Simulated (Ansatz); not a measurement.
Program: Ansatz. Geometries: PBE0-D4/def2-TZVP. ΔE: electronic, gas phase. CBS: MP2 limit from def2 TZ/QZ plus the TZ coupled-cluster correction, frozen cores. Functionals use def2-TZVPP. B3LYP here is the variant with VWN-RPA as its local correlation; programs differ in this. For Ge outer-core shells are correlated without core-valence functions, which leaves a few kJ/mol of doubt a bond. Scalar relativity is left out up to krypton. Each species was taken in one conformer, which may not be the lowest.

`CS[SiH](N)O` + `[CH3][GeH2][CH2]N` → `NC[SiH](N)O` + `C[S][GeH2][CH3]`  (redistribution)

| level | ΔE (kJ/mol) | difference from CCSD(T)/CBS |
| --- | --- | --- |
| PBE-D4 | -3.7 | -2.0 |
| B3LYP-D4 | -5.9 | -4.2 |
| ωB97X-V | -4.7 | -3.0 |
| ωB97M-V | -5.4 | -3.7 |
| B2PLYP | -3.9 | -2.2 |
| PBE | -2.7 | -1.0 |
| r2SCAN | -3.2 | -1.5 |
| PBE0 | -3.4 | -1.7 |
| B3LYP | -4.5 | -2.8 |
| SCS-MP2/def2-TZVPP | -3.3 | -1.6 |
| CCSD(T)/def2-TZVPP | -3.3 | -1.6 |
| HF/def2-QZVPP | -6.5 | -4.8 |
| MP2/def2-QZVPP | -1.3 | 0.4 |
| SCS-MP2/def2-QZVPP | -2.3 | -0.6 |
| HF/CBS(def2) | -6.5 | -4.8 |
| MP2/CBS(def2) | -0.7 | 1.0 |
| CCSD(T)/CBS | -1.7 | 0 |

Largest T1 diagnostic among the species: 0.011.

In def2-TZVPP, CCSD(T) changes the Hartree–Fock value by +3.5 kJ/mol (the triples alone add +0.3 kJ/mol) and MP2 by +4.5 kJ/mol.
